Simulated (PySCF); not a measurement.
Calculation: PBE-D3(BJ)/def2-TZVP // B3LYP-D3(BJ)/def2-TZVP (PySCF 2.14.0). Gas-phase values, no solvent. One relaxed conformer stands for a flexible species; it need not be the lowest. Delta-SCF ions had no search for a lower state. 

Reference species (SMILES): `B1BC1O` (neutral, multiplicity 1).

| Property | Result |
|---|---|
| vertical ionisation energy (Delta-SCF) | 9.19 eV |
| S1 oscillator strength | 0.004 |

Changed species: `[H]/B=C/OB`.

Problem. Give the shifts of the vertical ionisation energy (Delta-SCF) and S1 oscillator strength.

Solution. the vertical ionisation energy (Delta-SCF) falls by 0.40 eV, to 8.79 eV; the S1 oscillator strength hardly moves.
